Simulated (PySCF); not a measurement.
# Ionisation energy along the 3-electron series

Calculated with PySCF 2.14 and a two-component X2C-1e Hamiltonian (Gaussian nucleus, no Breit or QED terms), each ion in its own even-tempered basis scaled to its charge; GMP2 freezes nothing and drops the highest virtual spinors. Values in eV. NIST values: (m) measured, (s) semi-empirical, (t) theoretical.

| ion | configuration | GHF (screened spin-orbit) | GMP2 (screened spin-orbit) | NIST |
| --- | --- | --- | --- | --- |
| W⁷¹⁺ | [He] 2s1 | 19713.0 | 19713.3 | 19686.74 ± 0.2 (t) |
| Re⁷²⁺ | [He] 2s1 | 20324.9 | 20325.2 | 20297.4 ± 0.21 (t) |
| Os⁷³⁺ | [He] 2s1 | 20949.4 | 20949.7 | 20920.6 ± 0.22 (t) |

Between Z = 74 and Z = 76 the GMP2 (screened spin-orbit) value grows as Z to the power 2.28.
